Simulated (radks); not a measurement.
Results of a calculation; reference values are marked as such.
B4+, configuration 1s1.

Code: a radial shooting solver on a logarithmic mesh with Libxc functionals. Model: non-relativistic Kohn-Sham, LDA (Slater exchange, Perdew-Wang correlation), spin-polarised, spherical densities, point nucleus; open shells are filled with parallel spins first.

Energy parts (eV):
total: -335.235
kinetic: 334.484
electron-nucleus: -674.589
Hartree: 42.066
exchange-correlation: -37.195

Orbitals (lengths in bohr, moments of r in powers of bohr; r(90%) holds 90 % of the orbital's charge):
orbital  occ.  eigenvalue (eV)   <r^2>  r(90%)
1s up       1        -305.3166  0.1233   0.540

The highest occupied level is 1s up at -305.32 eV. The electron density at the nucleus is 39.24 e/bohr^3. Virial ratio -V/T = 2.00225. Spin moment in Bohr magnetons: 1. The spin density at the nucleus is 39.24 e/bohr^3 (1s 39.24), a Fermi contact field of 2.06e+03 T.
